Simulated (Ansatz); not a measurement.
```yaml
crystal:
  periodic: [false, false, false]
  atoms:
    - {symbol: C, position_ang: [0.289953, 2.083170, 2.491959]}
    - {symbol: N, position_ang: [0.469579, 1.162904, 1.677117]}
    - {symbol: Al, position_ang: [0.716619, -0.128849, 0.517501]}
    - {symbol: C, position_ang: [-0.528432, -0.291192, -0.985634]}
    - {symbol: C, position_ang: [-0.366797, -1.549205, -1.839249]}
    - {symbol: Xx, position_ang: [0.736537, 3.082646, 2.366627]}
    - {symbol: H, position_ang: [-0.327065, 1.962506, 3.396843]}
    - {symbol: H, position_ang: [1.958112, -1.077560, 0.784071]}
    - {symbol: H, position_ang: [-0.414727, 0.604373, -1.609761]}
    - {symbol: H, position_ang: [-1.549262, -0.226325, -0.590133]}
    - {symbol: H, position_ang: [-0.524661, -2.459724, -1.254485]}
    - {symbol: H, position_ang: [-1.075991, -1.575174, -2.672175]}
    - {symbol: H, position_ang: [0.636532, -1.622269, -2.267982]}
basis:
  gaussian: {orbitals: def2-TZVPD, final_grid: {core_spheres: 5, valence_spheres: 4, degree: 11}, point_charges: [{charge: 1.00, position_ang: [6.501, -0.620, 0.945]}]}
hamiltonian: {xc: {name: wB97X-V}, pseudopotentials: {relativity: scalar}}
```

```sh
$ ansatz run in.yaml --threads 4 --pin off --events-out ev --progress --plain --max-ram 10444MiB
```

Shortened log:

```
Error: YAML parse error: error: line 9 column 16: `Xx` is not an element symbol (H … Og, case-exact)
 7 |     - {symbol: C, position_ang: [-0.528432, -0.291192, -0.985634]}
 8 |     - {symbol: C, position_ang: [-0.366797, -1.549205, -1.839249]}
 9 |     - {symbol: Xx, position_ang: [0.736537, 3.082646, 2.366627]}
10 |     - {symbol: H, position_ang: [-0.327065, 1.962506, 3.396843]}
11 |     - {symbol: H, position_ang: [1.958112, -1.077560, 0.784071]}
```

Q: What is wrong with this run?

A: An element symbol is wrong. The input was rejected before any iteration.
